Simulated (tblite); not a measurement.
C4H9NO3Si2.
Z-matrix (Å and degrees, GFN2-xTB geometry), rows numbered from 1:
```
C 
C   1  1.3176
C   2  1.5016  1  130.52
O   3  1.4296  2   99.56  1  -179.54
Si  4  1.6625  3   96.85  2     2.31
O   5  1.5977  2  118.46  1    63.82
Si  6  1.6569  5  134.87  2  -129.84
C   5  1.9138  2  125.21  1   -70.92
N   8  1.3452  5  119.91  2   -54.14
O   8  1.2195  5  118.16  2   126.44
H   1  1.0763  2  121.51  3   179.07
H   1  1.0802  2  121.86  3    -0.54
H   3  1.0909  2  113.75  1   -63.15
H   3  1.0920  2  114.55  1    63.77
H   7  1.4661  6   98.40  5   172.93
H   7  1.4535  6  108.46  5    57.02
H   7  1.4533  6  109.00  5   -71.09
H   9  1.0037  8  120.81  5    -6.64
H   9  1.0101  8  119.40  5  -175.12
```

Level: GFN2-xTB in tblite, geometry and Hessian alike; calculated harmonic values, unscaled, isolated species. Errors from tens to a few hundred cm⁻¹ against measured bands are possible. Modes of hydrogen on silicon can be 10 to 20 % off. One conformer, not necessarily the lowest.

Harmonic wavenumbers (cm⁻¹): 43.9, 65.8, 71.3, 85.5, 98.1, 151.3, 189.7, 227.3, 264.3, 308.0, 309.9, 351.3, 373.0, 395.8, 471.2, 555.4, 603.3, 612.8, 626.5, 635.7, 642.8, 684.7, 707.6, 749.3, 808.0, 814.1, 834.7, 908.4, 933.0, 974.9, 1016.7, 1042.7, 1062.8, 1131.4, 1144.5, 1251.5, 1301.1, 1406.8, 1452.0, 1459.6, 1699.8, 1747.0, 2225.2, 2321.7, 2328.4, 2942.0, 2966.4, 3064.9, 3119.4, 3417.2, 3532.6.

A = 1313, B = 796.7, C = 623.0 MHz; mass 175.012 u (most abundant isotopes); point group C1, symmetry number 1.

What is the zero-point energy?

½Σν̃ = 28066 cm⁻¹ = 80.24 kcal/mol.

Give the ideal-gas entropy at 400 K and 1 bar in the rigid-rotor, harmonic-oscillator model (classical rotation).

Translation 42.87, rotation 31.45, vibration 53.96: S = 128.3 cal/(mol K).

And Cp and H(400 K) − H(0)?

Cp = 58.28 cal/(mol K), of which vibrations give 50.33 (their classical limit is 51 R = 101.3); H(400 K) − H(0) = 14.09 kcal/mol without the zero-point energy, 10.91 from vibrations.

Blend soft modes into free rotors: weight 1/[1 + (100 cm⁻¹/ν̃)⁴] for the oscillator and the rest for a rotor with moment μB/(μ + B), μ = h/(8π²ν), B = 10⁻⁴⁴ kg m². What vibrational entropy results?

49.04 cal/(mol K) in place of 53.96, which changes −T·S at 400 K by +1.97 kcal/mol.

What must be added to the electronic energy to get the Gibbs energy at 400 K and 1 bar?

ZPE + [H(400 K) − H(0)] − T·S = 80.24 + 14.09 − 51.31 = 43.02 kcal/mol.

Hindered rotation and anharmonicity are outside this model. Other conformers, if any are populated, would add a mixing term that is left out. The structure is chiral; the term R ln 2 for an equal mix with its mirror image is left out.

The run took 1.0 s wall on one thread, Arm Neoverse V1 (aarch64), shared host. The figure is for the frequency step alone.
